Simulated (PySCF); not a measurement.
## Correlation energy of Se⁺ (selenium, charge +1)

Starting occupation: [Ar] 3d10 4s2 4p3, 4p3/2 with m_j = -1/2, +1/2, +3/2. Calculation: PySCF 2.14, in x2c-SVPall-2c with one added diffuse shell each of s, p, d type (6s7p4d, 47 functions); X2C-1e with screened-nucleus spin-orbit coupling, Gaussian nucleus. Frozen: [Ne]; 23 electrons correlated; the 6 highest virtual spinors left out.

MP2 pair energies summed by pair of shells (mhartree):

```
 pair   energy  share (%)
3d-3d  -111.30       36.7
3d-3p   -77.55       25.6
4p-4s   -38.96       12.9
3p-3p   -22.98        7.6
4p-4p   -14.46        4.8
3d-4p   -11.61        3.8
4s-4s    -7.12        2.3
3d-3s    -6.25        2.1
3d-4s    -4.76        1.6
3p-4p    -2.87        0.9
3p-3s    -2.69        0.9
3p-4s    -1.29        0.4
3s-3s    -0.63        0.2
3s-4p    -0.32        0.1
3s-4s    -0.31        0.1
```

Total MP2 correlation energy: -303.09 mhartree.

The GHF reference relaxed away from the jj start to a determinant that is no pure jj level (⟨S²⟩ = 3.73, ⟨J²⟩ = 3.75); the energies belong to that determinant.

This basis was not built for core-valence correlation, so the inner-shell part is incomplete.
